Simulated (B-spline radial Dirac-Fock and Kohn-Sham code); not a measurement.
## Photoemission from W⁶⁺ at 11200 eV, detector at θ = 90°, φ = 0°

System: the W⁶⁺ ion, [Xe] 4f14. These are calculated numbers from a radial finite-basis atomic code; the model is Dirac-Hartree-Slater photoionisation with a Latter tail; cross sections with all multipoles, angular parameters from the dipole term and its interference with E2. Thresholds are orbital energies of the model. For linearly polarised light dσ/dΩ = σ/(4π) [1 + β P₂(cos θ) + (δ + γ cos²θ) sin θ cos φ], with θ from the polarisation vector and φ the angle between the beam and the projection of the electron momentum on the plane normal to the polarisation. The dipole factor is 1 + βP₂ and the non-dipole term is the rest of the bracket. Open shells are filled statistically over j.

Input file task.json (cfg lists n, l and occupation; rrms is the nuclear radius in fm):

```json
{"items": [{
  "Z": 74,
  "q": 6,
  "cfg": [[1, 0, 2], [2, 0, 2], [2, 1, 6], [3, 0, 2], [3, 1, 6], [3, 2, 10], [4, 0, 2], [4, 1, 6], [4, 2, 10], [4, 3, 14], [5, 0, 2], [5, 1, 6]],
  "A": 184,
  "rrms": 5.3658,
  "do": "xps",
  "hv": [58.3, 60, 61.8, 71.3, 80, 96.2, 103.0, 105.0, 158.0, 167.0, 200, 221.0, 231.0, 290.0, 300, 324.0, 388.0, 600, 641.0, 800, 971.0, 1000, 1240.0, 3430.0, 4910.0, 5840.0, 9251.7, 11200.0, 12000.0, 13700.0]
}]}
```

Command: `python xray2_run.py task.json out`

```
subshell  threshold (eV)  σ (kb)     β      γ       δ  dipole factor  non-dipole term  dσ/dΩ (kb/sr)
   2p3/2         10287.2    33.9  1.30  -0.57   0.015          0.350           +0.015          0.988
      3s          2877.8    2.92  1.95  -0.16  -0.002          0.023           -0.002        0.00490
   3p1/2          2649.3    3.33  1.54   0.69   0.019          0.232           +0.019         0.0662
   3p3/2          2351.9    5.48  1.66   0.83   0.034          0.172           +0.034         0.0896
   3d3/2          1961.9    2.15  1.14   1.63   0.204          0.431           +0.204          0.109
   3d5/2          1896.7    2.80  1.02   1.59   0.231          0.490           +0.231          0.161
      4s           665.5   0.757  1.95  -0.10  -0.002          0.023           -0.002        0.00124
   4p1/2           569.4   0.760  1.53   0.84   0.016          0.233           +0.016         0.0151
   4p3/2           500.1    1.22  1.66   0.97   0.029          0.172           +0.029         0.0196
   4d3/2           340.5   0.437  1.11   1.68   0.191          0.445           +0.191         0.0222
   4d5/2           327.6   0.565  0.98   1.62   0.223          0.510           +0.223         0.0329
   4f5/2           125.5  0.0258  0.62   1.64   0.512          0.689           +0.512        0.00247
   4f7/2           123.1  0.0313  0.60   1.59   0.530          0.699           +0.530        0.00306
      5s           163.1   0.146  1.95  -0.09  -0.002          0.023           -0.002       0.000238
   5p1/2           132.9   0.127  1.53   0.87   0.015          0.234           +0.015        0.00251
   5p3/2           121.4   0.202  1.66   1.00   0.028          0.172           +0.028        0.00322
```
